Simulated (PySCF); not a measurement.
This script is equivalent to a calculation on Cr⁺ (chromium, charge +1).

```python
from pyscf import gto, scf, dft, mp, cc
import basis_set_exchange as bse
mol = gto.M(atom="Cr 0 0 0", charge=1, spin=5, symmetry="D2h",
            basis=gto.basis.parse(bse.get_basis("jorge-DZP-DKH", elements=["Cr"], fmt="nwchem", header=False)),
            nucmod="G")
mf = dft.UKS(mol, xc="MN15").sfx2c1e()
mf.irrep_nelec = {'Ag': (5, 3), 'B1g': (1, 0), 'B2g': (1, 0), 'B3g': (1, 0), 'B1u': (2, 2), 'B2u': (2, 2), 'B3u': (2, 2)}
mf.kernel()
```

Q: What total energy does it give?

A: -1051.118 hartree (calculated).

Q: Which occupied shell lies highest, and where?

A: 3d α, at -13.155 eV.

Q: What is ⟨S²⟩, and what would a pure spin state give?

A: 8.751, against 8.75.
